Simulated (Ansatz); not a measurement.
Isolated molecules relaxed with PBE0-D4/def2-TZVP in Ansatz; ΔE leaves out vibrations. CBS: MP2 limit from def2 TZ/QZ plus the TZ coupled-cluster correction, frozen cores. This one scheme is used for every species. Double bonds are as drawn, so ΔE can hold a change between cis and trans. DFT in def2-TZVPP. B3LYP here is the variant with VWN-RPA as its local correlation; programs differ in this. Triplets are unrestricted, without spin–orbit coupling.

`C/C(F)=C(\F)C(F)(F)F` → `F/C=C(\F)C(F)(F)F` + `[CH2]` (triplet)  (formal loss of a carbene)

CCSD(T)/CBS gives +4.70 eV.

Problem. Another level gave +4.52 eV. Which?
A. B3LYP-D4/def2-TZVPP
B. CAM-B3LYP-D4/def2-TZVPP
C. r2SCAN0/def2-TZVPP
D. r2SCAN-D4/def2-TZVPP

Solution. D. r2SCAN-D4 4.52, r2SCAN0 4.45, B3LYP-D4 4.65, CAM-B3LYP-D4 4.71 eV.

Largest T1 diagnostic among the species: 0.013.

Leaving LDA and LC-ωPBE aside and taking each functional with its dispersion term where it has one, the values, not all of them listed here, spread over 0.37 eV, from r2SCAN0-D4 to ωB97X-V. LDA lies +0.82 eV from PBE without D4. From BLYP to BHLYP (50 % exact exchange), in def2-TZVPP and without D4, ΔE moves by −0.04 eV. The D4 term adds +0.10 eV with B3LYP and +0.06 eV with PBE0; it sums over pairs of atoms, weighted by their polarisabilities, and B3LYP, whose exchange is more repulsive, gets the larger term.
